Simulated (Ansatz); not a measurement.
Mulliken charges of C₂H₄BBrO, SMILES `B/C(Br)=C/O` from B3LYP/def2-TZVPP in Ansatz (PBE0-D4/def2-TZVP geometry).

```
atom   x (Å)   y (Å)   z (Å)  charge (e)
  B1  -0.710   1.216   0.789      -0.145
  C2   0.243   0.273   0.113      -0.045
 Br3   2.121   0.609  -0.011      -0.111
  C4  -0.175  -0.884  -0.456       0.124
  O5   0.565  -1.780  -1.071      -0.231
  H6  -1.865   0.898   0.804       0.018
  H7  -0.353   2.236   1.292       0.040
  H8  -1.228  -1.143  -0.425       0.140
  H9   1.490  -1.471  -1.053       0.210
```

By hand: the dipole of these point charges (1 e Å = 4.8032 D).

Σ q r = (-0.202, -0.318, -0.142) e Å, of length 0.403 e Å = 1.94 D.

How does the dipole of the full density compare? (Estimate.)

Computed: (-0.023, -0.235, -0.125) e Å, 1.28 D; the point charges give 1.52 times that, at 25° from its direction.

Point charges leave out the atoms' own dipoles, such as those of lone pairs, and Mulliken's split depends on the basis, so the two needn't agree.

B3LYP here is the variant with VWN-RPA as its local correlation; programs differ in this.
